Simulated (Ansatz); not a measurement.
`[CH3][GaH][GeH2][F]` + ethylmethylamine → `CC[N](C)[GaH][CH3]` + `[F][GeH3]`  (cleavage of the Ga–Ge bond)

Calculated with Ansatz (gas phase, PBE0-D4/def2-TZVP geometries, no zero-point term in ΔE). CCSD(T)/CBS is the MP2 limit (def2-TZVPP, def2-QZVPP) plus CCSD(T) − MP2 in def2-TZVPP, frozen cores. DFT in def2-TZVPP. B3LYP here is the variant with VWN-RPA as its local correlation; programs differ in this. For Ga, Ge outer-core shells are correlated without core-valence functions, which leaves a few kJ/mol of doubt a bond. Scalar relativity is left out up to krypton. Each species was taken in one conformer, which may not be the lowest.

```
             level  ΔE (kJ/mol)  difference from CCSD(T)/CBS
         r2SCAN-D4        -14.6                          8.2
           PBE0-D4         -7.3                         15.5
          B3LYP-D4        -13.8                          9.0
           ωB97X-V        -15.5                          7.3
           ωB97M-V        -13.2                          9.6
               PBE         -0.9                         21.9
              PBE0         -0.8                         22.0
             B3LYP         -2.5                         20.3
    MP2/def2-TZVPP        -31.7                         -8.9
SCS-MP2/def2-TZVPP        -28.2                         -5.4
   CCSD/def2-TZVPP        -20.4                          2.4
     HF/def2-QZVPP         -4.8                         18.0
    MP2/def2-QZVPP        -30.8                         -8.0
      HF/CBS(def2)         -4.9                         17.9
     MP2/CBS(def2)        -29.4                         -6.6
    CCSD/CBS(def2)        -18.1                          4.7
       CCSD(T)/CBS        -22.8                            0
```

Largest T1 diagnostic among the species: 0.013.

In def2-TZVPP, CCSD(T) changes the Hartree–Fock value by −21.4 kJ/mol (the triples alone add −4.7 kJ/mol) and MP2 by −28.1 kJ/mol. The D4 term adds −11.3 kJ/mol with B3LYP and −6.4 kJ/mol with PBE0; it sums over pairs of atoms, weighted by their polarisabilities, and B3LYP, whose exchange is more repulsive, gets the larger term.
